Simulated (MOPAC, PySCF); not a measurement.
C3HN, SMILES `C#CC#N`, neutral singlet in the gas phase. 

Cartesian coordinates (Å):
```xyz
5

C     -1.2777     0.0683    -0.2909
C     -0.0794     0.0042    -0.1040
C      1.2689    -0.0678     0.1067
N      2.4234    -0.1296     0.2866
H     -2.3352     0.1249    -0.4559
```
Charge 0, multiplicity 1.

All levels are single points at this geometry (PBE-D3(BJ)/def2-TZVP); Pople sets use spherical d functions. Orbital energies aren't observables, and empty levels follow the basis.

| level | HOMO (eV) | LUMO (eV) | gap (eV) | dipole (D) | vertical IE, Delta-SCF (eV) |
|---|---|---|---|---|---|
| PBE-D3(BJ)/def2-TZVP in PySCF | -7.79 | -2.71 | 5.08 | 3.79 | – |
| B3LYP/3-21G in PySCF | -8.48 | -1.39 | 7.09 | 3.59 | – |
| B3LYP/6-311+G** in PySCF | -8.77 | -2.03 | 6.74 | 3.95 | – |
| B3LYP/6-31G* in PySCF | -8.37 | -1.53 | 6.84 | 3.85 | 11.17 |
| M06-2X/6-31G* in PySCF | -9.90 | -0.36 | 9.54 | 3.84 | – |
| PBE/6-31G* in PySCF | -7.44 | -2.31 | 5.12 | 3.73 | 11.11 |
| SVWN5/6-31G* in PySCF | -7.62 | -2.53 | 5.09 | 3.81 | 11.38 |
| HF/3-21G in PySCF | -11.45 | 2.68 | 14.13 | 3.97 | – |
| HF/6-31G* in PySCF | -11.37 | 2.57 | 13.94 | 4.22 | – |
| HF/STO-3G in PySCF | -9.61 | 6.35 | 15.97 | 3.16 | – |
| AM1 in MOPAC | -11.52 | 0.18 | 11.70 | 3.10 | – |
| PM3 in MOPAC | -11.41 | 0.02 | 11.44 | 3.40 | – |
| PM7 in MOPAC | -11.88 | -0.42 | 11.46 | 3.87 | – |
